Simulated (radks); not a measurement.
Ionisation of neutral neon, [Ne], to [He] 2s2 2p5 as the strength of local exchange is varied. Calculated with a radial shooting solver on a logarithmic mesh with Libxc functionals: non-relativistic Kohn-Sham, Slater X-alpha exchange (alpha = 2/3 is LDA exchange), no correlation, spin-polarised, spherical densities, point nucleus.

alpha	E(Ne) (hartree)	exchange (hartree)	IE (eV)	-e of the level emptied (eV)	<r> of it (bohr)
0.59	-126.23869	-9.59125	19.016	10.721 (2p)	1.010
0.667	-127.49621	-10.94299	20.514	12.062 (2p)	0.9897
0.72	-128.36847	-11.88661	21.576	13.022 (2p)	0.9762
0.737	-128.64941	-12.19155	21.923	13.336 (2p)	0.9720
0.788	-129.49557	-13.11300	22.976	14.297 (2p)	0.9596
0.865	-130.78265	-14.52297	24.610	15.798 (2p)	0.9417
1.004	-133.13500	-17.12520	27.692	18.661 (2p)	0.9118

NIST Atomic Spectra Database: 21.565 eV (measured). The Delta-SCF value meets it near alpha = 0.72. Open shells are spherical and high-spin; term and fine-structure splittings are not resolved.
